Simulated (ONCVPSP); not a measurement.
**Os: ONCV pseudisation with BLYP, scalar-relativistic reference atom.**

The input file (ONCVPSP 4.0.1):

```
# ATOM AND REFERENCE CONFIGURATION
# atsym  z   nc   nv     iexc    psfile
  Os 76.00   10    5  -106131      upf
#
#   n    l    f
    1    0    2.00
    2    0    2.00
    2    1    6.00
    3    0    2.00
    3    1    6.00
    3    2   10.00
    4    0    2.00
    4    1    6.00
    4    2   10.00
    4    3   14.00
    5    0    2.00
    5    1    6.00
    5    2    6.00
    6    0    1.00
    6    1    1.00
#
# PSEUDOPOTENTIAL AND OPTIMIZATION
# lmax
    2
#
#   l,   rc,      ep,       ncon, nbas, qcut
    0    1.50    0.00    4    7    8.70
    1    1.55    0.00    4    8    7.30
    2    2.15    0.00    4    9    6.50
#
# LOCAL POTENTIAL
# lloc, lpopt,  rc(5),   dvloc0
    4    5    1.00    2.00
#
# VANDERBILT-KLEINMAN-BYLANDER PROJECTORs
# l, nproj, debl
    0    2    3.70
    1    2    2.90
    2    2    1.80
#
# MODEL CORE CHARGE
# icmod, fcfact, rcfact
    3    4.00    1.20
#
# LOG DERIVATIVE ANALYSIS
# epsh1, epsh2, depsh
   -5.00    5.00    0.04
#
# OUTPUT GRID
# rlmax, drl
    6.00    0.01
#
# TEST CONFIGURATIONS
# ncnf
    4
# nvcnf
#   n    l    f
    5
    5    0    2.00
    5    1    6.00
    5    2    6.00
    6    0    2.00
    6    1    0.00
#
    5
    5    0    2.00
    5    1    6.00
    5    2    6.00
    6    0    1.00
    6    1    0.00
#
    5
    5    0    2.00
    5    1    6.00
    5    2    6.00
    6    0    0.00
    6    1    0.00
#
    5
    5    0    2.00
    5    1    6.00
    5    2    6.00
    6    0    1.50
    6    1    0.00
#
```

Command:

```bash
oncvpsp.x < Os.dat > Os.out
```

The program printed (shortened: citation, most of the input echo, consistency checks and plot data are left out):

```
ONCVPSP  (Optimized Norm-Conservinng Vanderbilt PSeudopotential)
scalar-relativistic version 4.0.1

#   n    l    f        energy (Ha)
    1    0    2.00    -2.7154080E+03
    2    0    2.00    -4.7296273E+02
    2    1    6.00    -4.1180573E+02
    3    0    2.00    -1.1010340E+02
    3    1    6.00    -9.2151164E+01
    3    2   10.00    -7.2107949E+01
    4    0    2.00    -2.3274074E+01
    4    1    6.00    -1.7387013E+01
    4    2   10.00    -1.0083142E+01
    4    3   14.00    -1.9682724E+00
    5    0    2.00    -3.4261156E+00
    5    1    6.00    -1.9286216E+00
    5    2    6.00    -2.8541258E-01
    6    0    1.00    -2.6786850E-01
    6    1    1.00    -7.5581037E-02

Reference configufation results
  iterations    35
  all-electron total energy (Ha)   -1.72546467D+04

Begin loop to  construct optimized pseudo wave functions
and semi-local pseudopoentials for all angular momenta

Calculating optimized projector #   1

 for l=   0

    Fraction of norm inside rc  0.923487
    Optimizing pswf for qcut=   8.71 a_B^-1,  ecut=  37.90 Ha
    Residual kinetic energy error=  1.53D-06 Ha

    Energy error per electron        Cutoff
         Ha          eV             Ha
         0.01000     0.27211       21.78
         0.00100     0.02721       27.25
         0.00010     0.00272       31.55
         0.00001     0.00027       34.86

Calculating optimized projector #   2

 for l=   0

    Fraction of norm inside rc  0.054215
    Optimizing pswf for qcut=   8.71 a_B^-1,  ecut=  37.90 Ha
    Residual kinetic energy error=  1.66D-06 Ha

    Energy error per electron        Cutoff
         Ha          eV             Ha
         0.01000     0.27211       18.30
         0.00100     0.02721       25.32
         0.00010     0.00272       30.64
         0.00001     0.00027       34.79

Calculating optimized projector #   1

 for l=   1

    Fraction of norm inside rc  0.838997
    Optimizing pswf for qcut=   7.29 a_B^-1,  ecut=  26.57 Ha
    Residual kinetic energy error=  8.79D-05 Ha

    Energy error per electron        Cutoff
         Ha          eV             Ha
         0.01000     0.27211        9.70
         0.00100     0.02721       20.49
         0.00010     0.00272       26.78
         0.00001     0.00027       80.81

Calculating optimized projector #   2

 for l=   1

    Fraction of norm inside rc  0.023549
    Optimizing pswf for qcut=   7.29 a_B^-1,  ecut=  26.57 Ha
    Residual kinetic energy error=  1.68D-05 Ha

    Energy error per electron        Cutoff
         Ha          eV             Ha
         0.01000     0.27211        6.73
         0.00100     0.02721       10.05
         0.00010     0.00272       22.02
         0.00001     0.00027       28.14

   Wellstate for l =  2  n =  7
     eigenvalue =   1.5146
     asymptotic potential =   2.0146
     half-point radius =  4.5455

Calculating optimized projector #   1

 for l=   2

    Fraction of norm inside rc  0.742441
    Optimizing pswf for qcut=   6.51 a_B^-1,  ecut=  21.18 Ha
    Residual kinetic energy error=  3.12D-06 Ha

    Energy error per electron        Cutoff
         Ha          eV             Ha
         0.01000     0.27211       11.99
         0.00100     0.02721       15.35
         0.00010     0.00272       17.95
         0.00001     0.00027       20.08

Calculating optimized projector #   2

 for l=   2

    Fraction of norm inside rc  0.120492
    Optimizing pswf for qcut=   6.51 a_B^-1,  ecut=  21.18 Ha
    Residual kinetic energy error=  7.00D-06 Ha

    Energy error per electron        Cutoff
         Ha          eV             Ha
         0.01000     0.27211       12.02
         0.00100     0.02721       15.63
         0.00010     0.00272       18.49
         0.00001     0.00027       20.81

Construct Vanderbilt / Kleinmman-Bylander projectors

B matrix Hermiticity error, ll=   0
   1   2    5.0510E-04

  Orthonormal projector coefficients  1.7949E+01  2.1405E+00

B matrix Hermiticity error, ll=   1
   1   2    1.6138E-04

  Orthonormal projector coefficients  1.1805E+01  1.7512E+00

B matrix Hermiticity error, ll=   2
   1   2   -1.7074E-04

  Orthonormal projector coefficients  1.4392E+01  2.2278E+00

Model core correction analysis
  based on d2Exc/dn_idn_j

d2excae - all-electron derivatives

   -2.734757D-02   -2.392100D-02   -1.185611D-02   -1.963819D-03
   -8.281745D-04
   -2.392102D-02   -2.375944D-02   -1.505166D-02   -3.045460D-03
   -1.010105D-03
   -1.185612D-02   -1.505166D-02   -1.713685D-02   -1.087648D-02
   -4.917984D-03
   -1.963769D-03   -3.045279D-03   -1.087577D-02   -2.074088D-02
   -1.530012D-02
   -8.281796D-04   -1.010068D-03   -4.916920D-03   -1.529665D-02
   -2.057664D-02

d2excps - pseudofunction derivatives with no core correction

   -4.451345D-02   -3.498266D-02   -1.473405D-02   -3.567096D-03
   -1.392556D-03
   -3.498392D-02   -3.085578D-02   -1.732066D-02   -4.047324D-03
   -1.353349D-03
   -1.473433D-02   -1.732077D-02   -1.861175D-02   -1.113756D-02
   -5.000809D-03
   -3.567370D-03   -4.047192D-03   -1.113685D-02   -2.100819D-02
   -1.538475D-02
   -1.392680D-03   -1.353338D-03   -4.999748D-03   -1.538129D-02
   -2.060888D-02

rms 2nd derivative error    5.008280E-03

rmatch, rhocmatch    0.8790   13.2967

Teter function model core charge with specified parameters

d2excps - pseudofunction derivatives with core correction

   -3.403800D-02   -2.856718D-02   -1.369261D-02   -2.512296D-03
   -1.032619D-03
   -2.856738D-02   -2.679629D-02   -1.651624D-02   -3.444005D-03
   -1.138365D-03
   -1.369271D-02   -1.651629D-02   -1.830484D-02   -1.107203D-02
   -4.969930D-03
   -2.512280D-03   -3.443826D-03   -1.107133D-02   -2.088459D-02
   -1.534731D-02
   -1.032644D-03   -1.138334D-03   -4.968869D-03   -1.534385D-02
   -2.059626D-02

rms 2nd derivative error    2.104312E-03

Pseudoatom total energy  -91.584322

Diagnostic tests using Vanderbilt-Kleinman-Bylander pseudopotentials
  1 or more projectors used as specified by nproj input data

   l    rcore       rmatch      e in        delta e   norm test  slope test

   0   1.5058809   1.5516028  -3.4261156  -0.0000001   1.0002360   1.0002308
   0   1.5058809   1.5516028  -0.2678685   0.0000077   1.0000630   1.0000554

   1   1.5516028   1.5987128  -1.9286216  -0.0000063   1.0001775   1.0001917
   1   1.5516028   1.5987128  -0.0755810   0.0000034   1.0000746   1.0000664

   2   2.1561029   2.2215668  -0.2854126   0.0000022   1.0000648   1.0000801
   2   2.1561029   2.2215668   1.5145874   0.0000345   1.0002470   1.0002470

 Testing for bound ghosts
   n   l    E NL Schr. Eq   E Basis Diag.   E Cutoff

   1   0       -3.426116       -3.426114     83.86
   2   0       -0.267861       -0.194922     83.86

   2   1       -1.928628       -1.928612    126.09
   3   1       -0.075578        0.105425    126.09

   3   2       -0.285410       -0.284895     95.41

 Testing for highly-localized positive-energy ghosts
       l    <radius>/rc     E Basis Diag.   E Cutoff

       0        0.368802        3.067938     83.86  WARNING - GHOST(+)

       2        0.882005       23.335838     95.41  WARNING - GHOST(+)

Test configuration 0

   n   l     f        eae           eps        diff
   1   0  2.0000-2715.40799279
   2   0  2.0000 -472.96273173
   2   1  6.0000 -411.80572669
   3   0  2.0000 -110.10339821
   3   1  6.0000  -92.15116376
   3   2 10.0000  -72.10794945
   4   0  2.0000  -23.27407408
   4   1  6.0000  -17.38701306
   4   2 10.0000  -10.08314164
   4   3 14.0000   -1.96827236
   5   0  2.0000   -3.42611562   -3.42611574   -1.20D-07
   5   1  6.0000   -1.92862162   -1.92862797   -6.35D-06
   5   2  6.0000   -0.28541258   -0.28541037    2.21D-06
   6   0  1.0000   -0.26786850   -0.26786081    7.69D-06
   6   1  1.0000   -0.07558104   -0.07557764    3.40D-06

    Total energies and differences
      AE_ref= -1.72546467D+04  AE_tst= -1.72546467D+04  dif=  0.00D+00
      PS_ref= -9.15843215D+01  PS_tst= -9.15843215D+01  dif=  1.42D-14
      PSP excitation error= -1.42D-14

Test configuration 1

   n   l     f        eae           eps        diff
   1   0  2.0000-2715.34167123
   2   0  2.0000 -472.89756846
   2   1  6.0000 -411.74057819
   3   0  2.0000 -110.03789883
   3   1  6.0000  -92.08566942
   3   2 10.0000  -72.04255001
   4   0  2.0000  -23.20839239
   4   1  6.0000  -17.32135250
   4   2 10.0000  -10.01754836
   4   3 14.0000   -1.90269636
   5   0  2.0000   -3.36032157   -3.35999330    3.28D-04
   5   1  6.0000   -1.86260174   -1.86242372    1.78D-04
   5   2  6.0000   -0.22439250   -0.22439058    1.92D-06
   6   0  2.0000   -0.22268015   -0.22269479   -1.46D-05

    Total energies and differences
      AE_ref= -1.72546467D+04  AE_tst= -1.72548313D+04  dif= -1.85D-01
      PS_ref= -9.15843215D+01  PS_tst= -9.17689943D+01  dif= -1.85D-01
      PSP excitation error=  6.01D-05

Test configuration 2

   n   l     f        eae           eps        diff
   1   0  2.0000-2715.64017938
   2   0  2.0000 -473.19389958
   2   1  6.0000 -412.03696831
   3   0  2.0000 -110.33453472
   3   1  6.0000  -92.38230864
   3   2 10.0000  -72.33902826
   4   0  2.0000  -23.50522314
   4   1  6.0000  -17.61815771
   4   2 10.0000  -10.31425320
   4   3 14.0000   -2.19937096
   5   0  2.0000   -3.65731918   -3.65755055   -2.31D-04
   5   1  6.0000   -2.16030350   -2.16045044   -1.47D-04
   5   2  6.0000   -0.51511179   -0.51511607   -4.28D-06
   6   0  1.0000   -0.48311736   -0.48308944    2.79D-05

    Total energies and differences
      AE_ref= -1.72546467D+04  AE_tst= -1.72544810D+04  dif=  1.66D-01
      PS_ref= -9.15843215D+01  PS_tst= -9.14185946D+01  dif=  1.66D-01
      PSP excitation error= -6.67D-05

Test configuration 3

   n   l     f        eae           eps        diff
   1   0  2.0000-2715.97998113
   2   0  2.0000 -473.53077376
   2   1  6.0000 -412.37393290
   3   0  2.0000 -110.67147322
   3   1  6.0000  -92.71925249
   3   2 10.0000  -72.67580680
   4   0  2.0000  -23.84227081
   4   1  6.0000  -17.95516324
   4   2 10.0000  -10.65111122
   4   3 14.0000   -2.53604790
   5   0  2.0000   -3.99342483   -3.99452999   -1.11D-03
   5   1  6.0000   -2.49626452   -2.49693373   -6.69D-04
   5   2  6.0000   -0.83966733   -0.83966025    7.08D-06

    Total energies and differences
      AE_ref= -1.72546467D+04  AE_tst= -1.72538568D+04  dif=  7.90D-01
      PS_ref= -9.15843215D+01  PS_tst= -9.07942805D+01  dif=  7.90D-01
      PSP excitation error= -2.15D-04

Test configuration 4

   n   l     f        eae           eps        diff
   1   0  2.0000-2715.48522166
   2   0  2.0000 -473.04012418
   2   1  6.0000 -411.88315969
   3   0  2.0000 -110.18063117
   3   1  6.0000  -92.22840319
   3   2 10.0000  -72.18520469
   4   0  2.0000  -23.35123031
   4   1  6.0000  -17.46417961
   4   2 10.0000  -10.16033102
   4   3 14.0000   -2.04548048
   5   0  2.0000   -3.50336204   -3.50327698    8.51D-05
   5   1  6.0000   -2.00608120   -2.00604301    3.82D-05
   5   2  6.0000   -0.36495197   -0.36495537   -3.40D-06
   6   0  1.5000   -0.34916067   -0.34915799    2.68D-06

    Total energies and differences
      AE_ref= -1.72546467D+04  AE_tst= -1.72546887D+04  dif= -4.20D-02
      PS_ref= -9.15843215D+01  PS_tst= -9.16263716D+01  dif= -4.21D-02
      PSP excitation error=  1.04D-06
```

The run took about 6.9 s on one core of a shared server CPU.
